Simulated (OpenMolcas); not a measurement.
Ni2+ (d8) among equal point charges was computed by CASSCF with the d shell active (OpenMolcas, ANO-RCC-VDZP on the metal). Its lowest spin-free states, and all those of the highest spin:

| 2S+1 | Degeneracy | E (cm-1) |
| --- | --- | --- |
| 3 | 1 | 0.0 |
| 3 | 3 | 6190 |
| 3 | 3 | 10912 |
| 1 | 2 | 19072 |
| 1 | 3 | 23898 |
| 3 | 3 | 27128 |
| 1 | 1 | 29620 |
| 1 | 3 | 31179 |
| 1 | 2 | 34466 |
| 1 | 3 | 35163 |
| 1 | 1 | 69370 |

Question: Is the site octahedral, tetrahedral or cube-like, axial, or of lower symmetry?

Answer: The states with 2S+1 = 3 have orbital degeneracies 1, 3, 3, 3. Threefold states need a cubic site. For d8 at this spin an octahedron puts the single A2 below the threefold T2 and a tetrahedron or cube puts the threefold T1 below the threefold T2, so the site is octahedral. The first gap at this spin, 6190 cm-1, is |10Dq| in ligand-field theory. The run had Ni2+ among 6 point charges of -2 e arranged as an octahedron (Oh), 1.85 Å from the ion.

Without dynamic correlation the repulsion within the d shell is too large (B by tens of per cent), so at a given field states of lower spin stand too high. This is an electrostatic model: the charges have no orbitals. No measured value stands beside these numbers.
